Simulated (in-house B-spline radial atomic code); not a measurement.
Binding energies in the gallium ion Ga⁶⁺

NIST's tabulated ground configuration is [Ar] 3d7; each binding energy is the energy of the ion with one electron taken from that subshell, relaxed, less that of the parent. Method: Dirac-Hartree-Fock, average of configuration, Fermi nucleus of rms radius 3.9973 fm. Calculated with a B-spline radial code for spherical atoms. Energies include first-order Breit, QED and recoil terms.

```json
{"subshell": "1s", "X-ray name": "K", "binding energy (eV)": "10505.3", "-ε (eV)": "10567.5", "relaxation (eV)": "42.0"}
{"subshell": "2s", "X-ray name": "L1", "binding energy (eV)": "1444.5", "-ε (eV)": "1463.9", "relaxation (eV)": "17.7"}
{"subshell": "2p1/2", "X-ray name": "L2", "binding energy (eV)": "1282.9", "-ε (eV)": "1304.3", "relaxation (eV)": "19.7"}
{"subshell": "2p3/2", "X-ray name": "L3", "binding energy (eV)": "1255.8", "-ε (eV)": "1276.3", "relaxation (eV)": "19.4"}
{"subshell": "3s", "X-ray name": "M1", "binding energy (eV)": "288.5", "-ε (eV)": "291.9", "relaxation (eV)": "3.1"}
{"subshell": "3p1/2", "X-ray name": "M2", "binding energy (eV)": "233.8", "-ε (eV)": "237.1", "relaxation (eV)": "3.1"}
{"subshell": "3p3/2", "X-ray name": "M3", "binding energy (eV)": "229.9", "-ε (eV)": "233.0", "relaxation (eV)": "3.0"}
{"subshell": "3d", "X-ray name": "M4,5", "binding energy (eV)": "142.1", "-ε (eV)": "145.2", "relaxation (eV)": "3.0"}
```

Relaxation = -ε minus the binding energy without Breit, QED and recoil terms.

Emission lines follow as differences of binding energies, with λ = 12398.42 eV·Å / E:

```tsv
line	holes	energy (eV)	wavelength (Å)
K-L3	1s → 2p3/2	9249.5	1.3404
K-L2	1s → 2p1/2	9222.4	1.3444
K-M3	1s → 3p3/2	10275.4	1.2066
L1-M3	2s → 3p3/2	1214.6	10.208
L3-M1	2p3/2 → 3s	967.3	12.818
```

(1) What screening constant σ does Moseley's law, E = (3/4)·13.6057 eV·(Z - σ)², need for K-L3?

(2) What does it cost to remove both a 1s and a 3p3/2 electron?

(3) What does it cost to remove both a 3p1/2 and a 3d electron?

(4) What does it cost to remove both a 2p3/2 and a 3s electron?

Results:

(1) σ = 0.89.

(2) 10776 eV, which is 41.04 eV more than the two single binding energies together.

(3) 406.05 eV, which is 30.07 eV more than the two single binding energies together.

(4) 1582 eV, which is 37.66 eV more than the two single binding energies together.
